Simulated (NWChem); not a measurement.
A series in which one site is exchanged, each optimised at PBE0/def2-SVP with NWChem, gas phase unless a solvent is named. All stand in one matching conformer (torsions within 35°), which need not be the lowest. This build's default masses of Se (78.918 u) and Br (79.917 u) are each other's, which moves their modes by up to 0.6 %.

A: C[O][ZnH] (CH$_{4}$OZn; site = Zn)
B: CO[SeH] (CH$_{4}$OSe; site = Se)
C: [O](C)[MgH] (CH4MgO; site = Mg)
D: C[O][BeH] (CH4BeO; site = Be)

Values for A:

* **orbital gap (eV), PBE0/def2-SVP**: 7.11
* **highest harmonic frequency (cm⁻¹), PBE0/def2-SVP**: 3055
* **static polarisability, B3LYP/def2-SVPD (bohr³)**: 43.4

Task: How do these values change for the other members?

Result: 
| change from A | B | C | D |
|---|---|---|---|
| orbital gap (eV), PBE0/def2-SVP | -1.31 | -0.58 | +1.98 |
| highest harmonic frequency (cm⁻¹), PBE0/def2-SVP | +87 | -21 | +47 |
| static polarisability, B3LYP/def2-SVPD (bohr³) | +5.1 | +2.7 | -7.9 |
